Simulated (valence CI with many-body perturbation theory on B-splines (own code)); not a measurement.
## Ba49+: E2, E3, M2 decay

Computed by configuration interaction combined with many-body perturbation theory (CI+MBPT): five valence electrons over a frozen Dirac-Fock core [He], a basis of 11 s, 11 p, 10 d, 8 f, 5 g, 2 h functions for each j, with the one-electron correlation potential Σ1 (screened to all orders), the two-electron term Σ2, the three-electron term Σ3, Breit, model QED; selected single and double excitations, second order for the rest, scaled by the run's own slope (own B-spline code, finite nucleus).

The last digits are not significant, and no measured levels were compared; by estimate large intervals hold to a few tenths of a per cent, small ones and those within an open d or f shell to about a per cent. Among the levels kept, up to 7300 cm⁻¹ of a level comes from second order outside the variational space, and about a tenth of that is noise between levels of different J, which matters for small intervals.

Lines 51 to 79 of 79 in falling wavelength, among levels below 6442.9 eV, chosen from the decays that carry over 1 % of a level's rate. Wavelengths and rates use the calculated energies. Electric multipoles are in the length gauge, E1 and E2 with the static RPA response of the core. Weak lines are less certain than strong ones. Lines between different terms over intervals too small for the method are left out, as are lines whose strength nearly cancels. The highest levels of a list are the least certain.

Levels are named by their leading jj configuration (3d3/2^4 stands for four electrons in 3d with j = 3/2), which in mixed levels can hold well under half, so a name can repeat and another be missing. Letters in brackets count levels of one name in rising energy.

```csv
λ vac (nm),Upper,Lower,Type,A (s⁻¹),Branch %
0.2245,(2s 2p1/2 2p3/2^2 3p3/2) J=5/2 [e],(2s 2p1/2^2 2p3/2^2) J=1/2,E2,1.09e+11,1.3
0.2243,(2s^2 2p1/2 2p3/2 3p3/2) J=3/2 [a],(2s^2 2p1/2^2 2p3/2) J=3/2,E2,2.03e+11,30.2
0.2241,(2s^2 2p3/2^2 3p3/2) J=5/2,(2s^2 2p1/2 2p3/2^2) J=5/2,E2,1.45e+11,2.2
0.2240,(2s^2 2p1/2 2p3/2 3p3/2) J=7/2,(2s^2 2p1/2^2 2p3/2) J=3/2,E2,2.25e+11,37.6
0.2240,(2s^2 2p3/2^2 3p3/2) J=1/2,(2s^2 2p1/2 2p3/2^2) J=5/2,E2,2.15e+11,12.7
0.2236,(2s^2 2p3/2^2 3p3/2) J=7/2,(2s^2 2p1/2 2p3/2^2) J=3/2,E2,9.41e+10,1.4
0.2234,(2s^2 2p3/2^2 3p3/2) J=3/2 [b],(2s^2 2p1/2 2p3/2^2) J=1/2,E2,1.81e+11,1.4
0.2233,(2s^2 2p3/2^2 3p3/2) J=5/2,(2s^2 2p1/2 2p3/2^2) J=3/2,E2,8.50e+10,1.3
0.2232,(2s^2 2p1/2 2p3/2 3p3/2) J=5/2 [b],(2s^2 2p1/2^2 2p3/2) J=3/2,E2,1.31e+11,6.1
0.2228,(2s^2 2p1/2 2p3/2 3p3/2) J=1/2 [b],(2s^2 2p1/2^2 2p3/2) J=3/2,E2,1.13e+11,1.2
0.2227,(2s^2 2p3/2^2 3p3/2) J=3/2 [a],(2s^2 2p1/2 2p3/2^2) J=5/2,E2,1.88e+11,2.7
0.2198,(2s^2 2p1/2 2p3/2 3d5/2) J=9/2,(2s^2 2p1/2^2 2p3/2) J=3/2,E3,8.33e+08,3.0
0.2198,(2s^2 2p3/2^2 3d5/2) J=9/2,(2s^2 2p1/2 2p3/2^2) J=5/2,M2,2.61e+09,8.8
0.2198,(2s^2 2p3/2^2 3d5/2) J=9/2,(2s^2 2p1/2 2p3/2^2) J=5/2,E3,3.34e+08,1.1
0.2190,(2s^2 2p3/2^2 3d5/2) J=9/2,(2s^2 2p1/2 2p3/2^2) J=3/2,E3,6.58e+08,2.2
0.2141,(2s 2p1/2 2p3/2^2 3d5/2) J=9/2 [a],(2s^2 2p1/2 2p3/2^2) J=5/2,E2,9.60e+09,4.1
0.2139,(2s 2p1/2^2 2p3/2 3d3/2) J=7/2,(2s^2 2p1/2^2 2p3/2) J=3/2,E2,4.76e+11,32.6
0.2136,(2s 2p1/2 2p3/2^2 3d3/2) J=9/2,(2s^2 2p1/2 2p3/2^2) J=5/2,E2,6.92e+11,71.2
0.2132,(2s 2p1/2 2p3/2^2 3d5/2) J=7/2 [a],(2s^2 2p1/2 2p3/2^2) J=3/2,E2,8.34e+11,3.9
0.2126,(2s 2p1/2 2p3/2^2 3d5/2) J=9/2 [b],(2s^2 2p1/2 2p3/2^2) J=5/2,E2,7.01e+11,74.0
0.2116,(2s 2p1/2^2 2p3/2 3d3/2) J=5/2 [b],(2s^2 2p1/2^2 2p3/2) J=3/2,E2,5.17e+11,1.6
0.2112,(2s 2p1/2 2p3/2^2 3d3/2) J=7/2 [c],(2s^2 2p1/2 2p3/2^2) J=5/2,E2,1.15e+12,1.5
0.2112,(2s 2p1/2^2 2p3/2 3d3/2) J=1/2 [b],(2s^2 2p1/2^2 2p3/2) J=3/2,E2,2.22e+12,1.8
0.2110,(2s^2 2p3/2^2 3p1/2) J=1/2,(2s^2 2p1/2^2 2p3/2) J=3/2,E2,1.21e+11,1.6
0.2109,(2s 2p1/2 2p3/2^2 3d5/2) J=3/2 [d],(2s^2 2p1/2 2p3/2^2) J=1/2,E2,1.43e+12,1.7
0.2108,(2s 2p1/2 2p3/2^2 3d3/2) J=3/2 [d],(2s^2 2p1/2 2p3/2^2) J=3/2,E2,9.02e+11,1.1
0.2101,(2s 2p1/2 2p3/2^2 3d5/2) J=9/2 [c],(2s^2 2p1/2 2p3/2^2) J=5/2,E2,1.40e+12,47.4
0.2100,(2s 2p1/2 2p3/2^2 3d5/2) J=7/2 [d],(2s^2 2p1/2 2p3/2^2) J=5/2,E2,3.82e+11,1.2
0.2098,(2s 2p1/2 2p3/2^2 3d5/2) J=7/2 [c],(2s^2 2p1/2 2p3/2^2) J=3/2,E2,1.19e+12,2.6
```
